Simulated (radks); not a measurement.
Values are calculated unless marked as measured or tabulated.
Polarisability of the oxygen ion O5+, [He] 2s1, at imaginary frequency. Code: a radial shooting solver on a logarithmic mesh with Libxc functionals. Model: scalar-relativistic Kohn-Sham, LB94 model potential, spin-polarised, spherical densities, finite nucleus; open shells are filled with parallel spins first; Fermi nuclear charge, rms radius 2.6991 fm. Response by self-consistent Sternheimer equations with the Hartree and adiabatic LDA kernel, the relativistic mass of each level held fixed and spin-orbit coupling left out.

| w (hartree) | alpha1(iw) (bohr^3) | alpha2(iw) (bohr^5) |
|---|---|---|
| 0.00266 | 0.9967 | 0.1929 |
| 0.0143 | 0.9957 | 0.1929 |
| 0.0360 | 0.9900 | 0.1929 |
| 0.0697 | 0.9719 | 0.1928 |
| 0.118 | 0.9288 | 0.1926 |
| 0.186 | 0.8446 | 0.1922 |
| 0.280 | 0.7096 | 0.1913 |
| 0.413 | 0.5364 | 0.1894 |
| 0.605 | 0.3622 | 0.1856 |
| 0.892 | 0.2232 | 0.1777 |
| 1.35 | 0.1307 | 0.1615 |
| 2.12 | 0.07447 | 0.1302 |
| 3.59 | 0.03925 | 0.08124 |
| 6.94 | 0.01648 | 0.03170 |
| 17.5 | 0.004582 | 0.005928 |

Static values: alpha1 = 0.9967 bohr^3 (0.1477 angstrom^3; uncoupled 1.186), alpha2 = 0.1929 bohr^5, alpha3 = 0.2304 bohr^7. C6 = 0.3478, C8 = 0.6360, triple-dipole C9 = 0.2496 atomic units. One-pole (London) frequency 4 C6 / (3 alpha1^2) = 0.467 hartree, against 5.041 for minus the highest occupied eigenvalue.
